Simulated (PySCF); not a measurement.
**Energy of O(2+) (oxygen, charge +2) between two integer charges**

The 2p alpha orbital of [He] 2s2 2p2 is emptied in steps (occupation f), with all orbitals relaxed, ending at [He] 2s2 2p1. Computed with PySCF 2.14 in jorge-DZP-DKH, with the spin-free X2C one-electron Hamiltonian (Gaussian nucleus). The exact energy is a straight line in f; departures are measured from the line between the end points of the same method.

Among UHF, LDA, PBE, PBE0, r2SCAN, LC-wPBE, BHandHLYP, wB97X, B3LYP, M06-2X, which shows the largest delocalisation error (convex curve), and which is closest to linear?

Most convex: LDA (-2.607 eV at f = 0.5); closest to linear: UHF (0.240 eV).

```
  f  UHF (eV)  LDA (eV)  PBE (eV)  PBE0 (eV)  r2SCAN (eV)  LC-wPBE (eV)  BHandHLYP (eV)  wB97X (eV)  B3LYP (eV)  M06-2X (eV)
  1     0.000     0.000     0.000      0.000        0.000         0.000           0.000       0.000       0.000        0.000
0.9     0.090    -0.937    -0.918     -0.670       -0.852        -0.432          -0.423      -0.432      -0.722       -0.449
0.7     0.206    -2.189    -2.141     -1.561       -1.973        -1.004          -0.985      -1.001      -1.683       -1.058
0.5     0.240    -2.607    -2.543     -1.852       -2.324        -1.186          -1.168      -1.178      -1.996       -1.277
0.3     0.197    -2.188    -2.126     -1.547       -1.922        -0.984          -0.975      -0.971      -1.668       -1.086
0.1     0.083    -0.935    -0.904     -0.658       -0.806        -0.414          -0.414      -0.403      -0.709       -0.459
  0     0.000     0.000     0.000      0.000        0.000         0.000           0.000       0.000       0.000        0.000
```

```csv
method,E(f=0) − E(f=1) (eV),−ε at f=1 (eV),−ε at f=0.5 (eV)
UHF,54.847,55.858,54.822
LDA,55.615,45.219,55.620
PBE,55.488,45.290,55.531
PBE0,55.526,48.081,55.564
r2SCAN,55.834,46.342,55.985
LC-wPBE,55.681,50.879,55.737
BHandHLYP,55.548,50.845,55.577
wB97X,55.304,50.497,55.390
B3LYP,55.682,47.652,55.726
M06-2X,55.315,50.347,55.217
```

Reference removal energy between the ground levels: 54.936 eV (semi-empirical (NIST evaluation); NIST Atomic Spectra Database, ionization energies). The calculation has no spin-orbit coupling. UHF lacks correlation.
